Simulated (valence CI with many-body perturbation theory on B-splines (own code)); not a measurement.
E1 transitions of Ge II

Method: relativistic CI+MBPT: three valence electrons over a frozen Dirac-Fock core [Ar] 3d10, radial functions for each j: 11 s, 11 p, 10 d, 8 f, 5 g, 2 h, with the one-electron correlation potential Σ1 (screened to all orders), the two-electron term Σ2, the three-electron term Σ3, Breit, model QED; selected single and double excitations, second order for the rest (own B-spline code, finite nucleus).

Against 19 measured levels this calculation errs by 286 cm⁻¹ on average and by 493 at most. These come from a selection out of the NIST Handbook of Basic Atomic Spectroscopic Data. Levels without a partner in it may be off by more.

Lines 101 to 150 of 229 in falling wavelength, among levels below 14.668 eV, chosen from the strongest by gf and those to the six lowest levels. Wavelengths and rates use the calculated energies, so an error of 300 cm⁻¹ moves a line at 484.0 nm by 1.5 % and its rate by three times that or more. Electric multipoles are in the length gauge, E1 and E2 with the static RPA response of the core. Weak lines are less certain than strong ones. Lines between different terms over intervals too small for the method are left out, as are lines whose strength nearly cancels. The highest levels of a list are the least certain.

Names give the largest LS component (configuration and term), which can be under half, so a name can repeat, a term be missing and a line seem to break the LS rules; names also repeat where a configuration has a term twice.

| λ vac (nm) | λ from measured levels | Upper | Lower | A (s⁻¹) | S (a.u.) with core polarisation | S without |
| --- | --- | --- | --- | --- | --- | --- |
| 499.6 |  | 4s²6p ²P°_1/2 | 4s²4d ²D_3/2 | 8.83e+06 | 1.09e+00 | 1.09e+00 |
| 496.0 |  | 4s²6p ²P°_3/2 | 4s²4d ²D_3/2 | 8.03e+05 | 1.93e-01 | 1.94e-01 |
| 484.0 | 482.5 | 4s²5d ²D_3/2 | 4s²5p ²P°_3/2 | 2.16e+07 | 4.83e+00 | 4.84e+00 |
| 483.0 | 481.6 | 4s²5d ²D_5/2 | 4s²5p ²P°_3/2 | 1.29e+08 | 4.29e+01 | 4.31e+01 |
| 475.8 | 474.3 | 4s²5d ²D_3/2 | 4s²5p ²P°_1/2 | 1.08e+08 | 2.30e+01 | 2.31e+01 |
| 462.3 |  | 4s²8p ²P°_1/2 | 4s²6s ²S_1/2 | 4.25e+04 | 4.14e-03 | 4.38e-03 |
| 461.4 |  | 4s²8p ²P°_3/2 | 4s²6s ²S_1/2 | 9.57e+04 | 1.86e-02 | 1.93e-02 |
| 422.4 |  | 4s²6f ²F°_5/2 | 4s4p² ²P_3/2 | 1.32e+04 | 2.95e-03 | 2.97e-03 |
| 416.6 |  | 4s²8p ²P°_1/2 | 4s4p² ²P_3/2 | 1.17e+03 | 8.37e-05 | 7.80e-05 |
| 415.9 |  | 4s²8p ²P°_3/2 | 4s4p² ²P_3/2 | 6.43e+04 | 9.14e-03 | 8.96e-03 |
| 398.2 |  | 4s²8p ²P°_1/2 | 4s4p² ²P_1/2 | 1.93e+04 | 1.20e-03 | 1.16e-03 |
| 397.5 |  | 4s²8p ²P°_3/2 | 4s4p² ²P_1/2 | 4.33e+04 | 5.37e-03 | 5.32e-03 |
| 397.2 |  | 4s²7p ²P°_1/2 | 4s4p² ²S_1/2 | 9.97e+04 | 6.17e-03 | 6.22e-03 |
| 396.0 |  | 4s²7p ²P°_3/2 | 4s4p² ²S_1/2 | 5.89e+04 | 7.22e-03 | 7.35e-03 |
| 382.5 | 384.6 | 4s²5p ²P°_3/2 | 4s4p² ⁴P_5/2 | 9.88e+04 | 1.09e-02 | 1.08e-02 |
| 372.3 | 374.3 | 4s²5p ²P°_1/2 | 4s4p² ⁴P_3/2 | 1.71e+04 | 8.70e-04 | 8.62e-04 |
| 367.4 | 369.3 | 4s²5p ²P°_3/2 | 4s4p² ⁴P_3/2 | 8.46e+02 | 8.28e-05 | 8.06e-05 |
| 362.7 | 364.6 | 4s²5p ²P°_1/2 | 4s4p² ⁴P_1/2 | 1.57e+03 | 7.40e-05 | 7.42e-05 |
| 358.1 | 359.8 | 4s²5p ²P°_3/2 | 4s4p² ⁴P_1/2 | 1.02e+03 | 9.28e-05 | 9.21e-05 |
| 352.7 |  | 4s²7s ²S_1/2 | 4s²5p ²P°_3/2 | 3.14e+07 | 1.36e+00 | 1.35e+00 |
| 348.3 |  | 4s²7s ²S_1/2 | 4s²5p ²P°_1/2 | 1.62e+07 | 6.75e-01 | 6.71e-01 |
| 340.1 |  | 4s²5f ²F°_7/2 | 4s²4d ²D_5/2 | 1.95e+07 | 3.04e+00 | 3.02e+00 |
| 340.1 |  | 4s²5f ²F°_5/2 | 4s²4d ²D_5/2 | 1.31e+06 | 1.52e-01 | 1.52e-01 |
| 338.1 |  | 4s²5f ²F°_5/2 | 4s²4d ²D_3/2 | 1.92e+07 | 2.19e+00 | 2.19e+00 |
| 335.0 |  | 4s²7p ²P°_3/2 | 4s²4d ²D_5/2 | 5.13e+06 | 3.81e-01 | 3.81e-01 |
| 333.8 |  | 4s²7p ²P°_1/2 | 4s²4d ²D_3/2 | 6.04e+06 | 2.22e-01 | 2.22e-01 |
| 333.0 |  | 4s²7p ²P°_3/2 | 4s²4d ²D_3/2 | 5.37e+05 | 3.92e-02 | 3.92e-02 |
| 327.4 |  | 4s²8p ²P°_1/2 | 4s4p² ²S_1/2 | 1.37e+05 | 4.75e-03 | 4.76e-03 |
| 326.9 |  | 4s²8p ²P°_3/2 | 4s4p² ²S_1/2 | 6.44e+04 | 4.44e-03 | 4.48e-03 |
| 324.9 |  | 4s²6d ²D_3/2 | 4s²5p ²P°_3/2 | 8.75e+06 | 5.92e-01 | 5.96e-01 |
| 324.6 |  | 4s²6d ²D_5/2 | 4s²5p ²P°_3/2 | 5.25e+07 | 5.32e+00 | 5.35e+00 |
| 321.1 |  | 4s²6d ²D_3/2 | 4s²5p ²P°_1/2 | 4.48e+07 | 2.93e+00 | 2.95e+00 |
| 287.2 |  | 4s²6f ²F°_7/2 | 4s²4d ²D_5/2 | 4.89e+06 | 4.57e-01 | 4.53e-01 |
| 287.2 |  | 4s²6f ²F°_5/2 | 4s²4d ²D_5/2 | 3.29e+05 | 2.31e-02 | 2.29e-02 |
| 285.7 |  | 4s²6f ²F°_5/2 | 4s²4d ²D_3/2 | 4.95e+06 | 3.42e-01 | 3.39e-01 |
| 285.1 |  | 4s²8s ²S_1/2 | 4s²5p ²P°_3/2 | 1.62e+07 | 3.71e-01 | 3.68e-01 |
| 284.2 |  | 4s²8p ²P°_3/2 | 4s²4d ²D_5/2 | 4.24e+06 | 1.92e-01 | 1.92e-01 |
| 283.3 | 284.6 | 4s²4f ²F°_7/2 | 4s4p² ²D_5/2 | 1.53e+08 | 1.37e+01 | 1.38e+01 |
| 283.3 | 284.6 | 4s²4f ²F°_5/2 | 4s4p² ²D_5/2 | 1.02e+07 | 6.88e-01 | 6.92e-01 |
| 283.1 |  | 4s²8p ²P°_1/2 | 4s²4d ²D_3/2 | 5.09e+06 | 1.14e-01 | 1.14e-01 |
| 282.7 |  | 4s²8p ²P°_3/2 | 4s²4d ²D_3/2 | 4.38e+05 | 1.95e-02 | 1.95e-02 |
| 282.2 |  | 4s²8s ²S_1/2 | 4s²5p ²P°_1/2 | 8.39e+06 | 1.86e-01 | 1.84e-01 |
| 281.9 | 283.3 | 4s²4f ²F°_5/2 | 4s4p² ²D_3/2 | 1.41e+08 | 9.38e+00 | 9.43e+00 |
| 277.6 |  | 4s²6p ²P°_3/2 | 4s4p² ²D_5/2 | 8.23e+06 | 3.47e-01 | 3.39e-01 |
| 277.4 |  | 4s²6p ²P°_1/2 | 4s4p² ²D_3/2 | 8.94e+06 | 1.88e-01 | 1.84e-01 |
| 276.3 |  | 4s²6p ²P°_3/2 | 4s4p² ²D_3/2 | 9.33e+05 | 3.89e-02 | 3.79e-02 |
| 274.7 |  | 4s²7d ²D_3/2 | 4s²5p ²P°_3/2 | 4.29e+06 | 1.76e-01 | 1.77e-01 |
| 274.6 |  | 4s²7d ²D_5/2 | 4s²5p ²P°_3/2 | 2.58e+07 | 1.58e+00 | 1.59e+00 |
| 272.0 |  | 4s²7d ²D_3/2 | 4s²5p ²P°_1/2 | 2.22e+07 | 8.80e-01 | 8.88e-01 |
| 260.7 |  | 4s²6p ²P°_1/2 | 4s²5s ²S_1/2 | 2.17e+05 | 3.80e-03 | 4.50e-03 |
